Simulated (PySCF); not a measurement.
A geometry optimisation, step by step.

Compound: C3H5BOTe.
Numbering: `[BH2:1][O:2][C@@H:3]1[CH:4]=[CH:5][Te:6]1` (hydrogens: H7, H8 on B1; H9 on C3; H10 on C4; H11 on C5)

Computed by this run: PBE0-D3(BJ)/def2-SVP geometry optimisation, gas phase, def2 core potentials past Kr (PySCF); density fitting, grid level 1; the optimiser is geomeTRIC in internal coordinates, started from a GFN2-xTB structure with every atom displaced at random (about 0.01 Å). 8 of its 9 geometries are shown. The frame can shift and turn from step to step; on so coarse a grid that alone can change the energy by a few meV, and forces under 0.02 eV/Å are noise.

Step 0: E = -13196.7025 eV, largest atomic force 1.919 eV/Å
```
atom  x, y, z in Å  |  force x, y, z in eV/Å
B1      2.230    0.515   -0.278   -0.786   0.856   0.515
O2      0.980    0.586    0.222    0.088  -0.047  -0.172
C3      0.008   -0.396    0.054    1.386   0.364   0.751
C4     -1.282    0.104   -0.387   -1.751  -0.054   0.783
C5     -2.184   -0.196    0.565    0.613   0.077  -0.085
Te6    -0.861   -1.070    1.982   -0.219  -0.165   0.044
H7      2.902    1.457   -0.039    0.471   0.451   0.153
H8      2.592   -0.367   -0.940    0.290  -1.159  -0.653
H9      0.393   -1.232   -0.509    0.297  -0.770  -0.417
H10    -1.490    0.595   -1.316   -0.008   0.442  -0.836
H11    -3.250   -0.023    0.630   -0.380   0.004  -0.083
```

Step 1: E = -13196.8441 eV, largest atomic force 0.364 eV/Å
```
atom  x, y, z in Å  |  force x, y, z in eV/Å
B1      2.142    0.537   -0.345    0.187  -0.224  -0.216
O2      0.897    0.599    0.157   -0.108   0.135   0.124
C3     -0.059   -0.380   -0.008   -0.254  -0.150  -0.213
C4     -1.422    0.103   -0.436    0.241  -0.140  -0.032
C5     -2.316   -0.362    0.443   -0.028   0.100   0.061
Te6    -0.992   -1.265    1.832    0.012   0.014   0.021
H7      2.866    1.472   -0.113    0.016   0.026   0.012
H8      2.489   -0.428   -1.012   -0.088   0.143   0.145
H9      0.318   -1.230   -0.612   -0.022   0.132   0.042
H10    -1.609    0.667   -1.360    0.015   0.015   0.081
H11    -3.406   -0.289    0.452    0.029  -0.051  -0.025
```

Step 2: E = -13196.8508 eV, largest atomic force 0.163 eV/Å
```
atom  x, y, z in Å  |  force x, y, z in eV/Å
B1      2.139    0.533   -0.345    0.104  -0.126  -0.002
O2      0.890    0.613    0.150   -0.017   0.147   0.023
C3     -0.062   -0.371   -0.019   -0.113  -0.079  -0.052
C4     -1.423    0.104   -0.437    0.069  -0.062  -0.005
C5     -2.312   -0.363    0.447   -0.007   0.043   0.015
Te6    -0.979   -1.265    1.826    0.014  -0.005   0.015
H7      2.875    1.465   -0.134   -0.031   0.018  -0.003
H8      2.479   -0.457   -0.963   -0.022   0.035   0.003
H9      0.319   -1.210   -0.628    0.008   0.021  -0.001
H10    -1.614    0.679   -1.351   -0.002   0.022   0.014
H11    -3.402   -0.306    0.453   -0.002  -0.014  -0.007
```

Step 3: E = -13196.8517 eV, largest atomic force 0.136 eV/Å
```
atom  x, y, z in Å  |  force x, y, z in eV/Å
B1      2.142    0.518   -0.336   -0.036   0.132   0.006
O2      0.886    0.623    0.142    0.007  -0.001  -0.035
C3     -0.065   -0.367   -0.028    0.020  -0.030   0.058
C4     -1.423    0.105   -0.439   -0.052   0.019   0.010
C5     -2.309   -0.359    0.450    0.013  -0.013  -0.013
Te6    -0.969   -1.265    1.822    0.000  -0.007  -0.002
H7      2.863    1.467   -0.147    0.037  -0.037   0.012
H8      2.481   -0.478   -0.937    0.017  -0.054  -0.003
H9      0.320   -1.200   -0.640    0.012  -0.031  -0.021
H10    -1.618    0.689   -1.346   -0.008   0.011  -0.018
H11    -3.399   -0.310    0.457   -0.010   0.011   0.005
```

Step 5: E = -13196.8531 eV, largest atomic force 0.034 eV/Å
```
atom  x, y, z in Å  |  force x, y, z in eV/Å
B1      2.144    0.520   -0.334   -0.006  -0.013   0.030
O2      0.881    0.632    0.124   -0.003   0.003  -0.031
C3     -0.067   -0.363   -0.038    0.019   0.003   0.012
C4     -1.431    0.105   -0.443   -0.008   0.009   0.003
C5     -2.310   -0.360    0.452   -0.002  -0.005  -0.003
Te6    -0.959   -1.262    1.816    0.000  -0.004   0.000
H7      2.877    1.458   -0.139   -0.004   0.003  -0.002
H8      2.487   -0.491   -0.909    0.003   0.000  -0.007
H9      0.319   -1.197   -0.651   -0.003   0.004  -0.003
H10    -1.633    0.690   -1.349    0.002  -0.003   0.000
H11    -3.400   -0.310    0.468    0.001   0.004   0.001
```

Step 6: E = -13196.8535 eV, largest atomic force 0.036 eV/Å
```
atom  x, y, z in Å  |  force x, y, z in eV/Å
B1      2.149    0.513   -0.321    0.007  -0.035  -0.004
O2      0.874    0.641    0.098   -0.012  -0.010  -0.008
C3     -0.070   -0.359   -0.056    0.008   0.026  -0.009
C4     -1.439    0.108   -0.448    0.011  -0.002   0.006
C5     -2.309   -0.358    0.455   -0.001   0.003   0.001
Te6    -0.946   -1.261    1.806   -0.001  -0.004   0.002
H7      2.881    1.453   -0.134   -0.005   0.006   0.002
H8      2.504   -0.515   -0.861   -0.004   0.018   0.008
H9      0.314   -1.191   -0.671   -0.009   0.007   0.002
H10    -1.650    0.694   -1.351    0.004  -0.006   0.002
H11    -3.399   -0.305    0.483    0.002  -0.003  -0.002
```

Step 7: E = -13196.8537 eV, largest atomic force 0.025 eV/Å
```
atom  x, y, z in Å  |  force x, y, z in eV/Å
B1      2.152    0.508   -0.315    0.013  -0.013   0.008
O2      0.871    0.647    0.082   -0.013  -0.015  -0.006
C3     -0.073   -0.355   -0.067    0.003   0.024  -0.007
C4     -1.444    0.111   -0.451    0.009  -0.003   0.001
C5     -2.309   -0.357    0.456   -0.001   0.002   0.002
Te6    -0.937   -1.260    1.799   -0.001  -0.006   0.003
H7      2.881    1.451   -0.130    0.003   0.002  -0.006
H8      2.515   -0.530   -0.829   -0.008   0.015   0.004
H9      0.310   -1.186   -0.685   -0.008   0.001   0.003
H10    -1.660    0.698   -1.352    0.002  -0.004   0.000
H11    -3.399   -0.304    0.490    0.001  -0.003  -0.002
```

Step 8: E = -13196.8538 eV, largest atomic force under 0.02 eV/Å
```
atom  x, y, z in Å  |  force x, y, z in eV/Å
B1      2.155    0.504   -0.305    0.003  -0.002  -0.018
O2      0.869    0.652    0.070    0.001   0.000   0.004
C3     -0.075   -0.350   -0.076    0.002   0.016   0.001
C4     -1.447    0.114   -0.454    0.004  -0.002  -0.001
C5     -2.308   -0.357    0.456   -0.002   0.000   0.001
Te6    -0.931   -1.260    1.793   -0.001  -0.004   0.002
H7      2.885    1.448   -0.130   -0.004   0.000   0.007
H8      2.521   -0.542   -0.799    0.002  -0.002   0.005
H9      0.306   -1.180   -0.696   -0.003  -0.004   0.002
H10    -1.668    0.701   -1.354    0.000   0.000  -0.001
H11    -3.398   -0.307    0.494    0.000  -0.002  -0.001
```

Q: Summarise the path.

A: The energy falls by 0.1513 eV from step 0 to step 8; nine tenths of that is first reached at step 1. It falls at every step. The largest force goes from 1.919 to under 0.02 eV/Å. Among the bonds B1–H8 changes most, from 1.161 to 1.214 Å; the atoms move by 0.141 Å rms after alignment.

Q: Follow the three bonds and two angles with the largest change from start to end.

A: 
| step | E above end (eV) | largest force (eV/Å) | B1–H8 (Å) | C3–C4 (Å) | C3–Te6 (Å) | O2–C3–Te6 (°) | Te6–C3–H9 (°) |
| --- | --- | --- | --- | --- | --- | --- | --- |
| 0 | 0.1513 | 1.919 | 1.161 | 1.453 | 2.220 | 112.5 | 111.0 |
| 1 | 0.0097 | 0.364 | 1.224 | 1.509 | 2.246 | 118.0 | 106.6 |
| 2 | 0.0030 | 0.163 | 1.215 | 1.501 | 2.246 | 117.7 | 107.0 |
| 3 | 0.0021 | 0.136 | 1.211 | 1.496 | 2.246 | 117.5 | 107.2 |
| 4 | 0.0011 | 0.050 | 1.212 | 1.497 | 2.246 | 117.5 | 107.2 |
| 5 | 0.0007 | 0.034 | 1.213 | 1.498 | 2.246 | 117.6 | 107.2 |
| 6 | 0.0002 | 0.036 | 1.215 | 1.499 | 2.246 | 117.6 | 107.2 |
| 7 | 0.0001 | 0.025 | 1.214 | 1.498 | 2.247 | 117.7 | 107.2 |
| 8 | 0.0000 | under 0.02 | 1.214 | 1.498 | 2.247 | 117.7 | 107.1 |

The cost below is that of the whole optimisation. The run took 49 s of wall time on one thread, Arm Neoverse V2 (aarch64), shared host with 32 logical CPUs at a one-minute load of 18, and the process peaked at 0.52 GiB of memory.
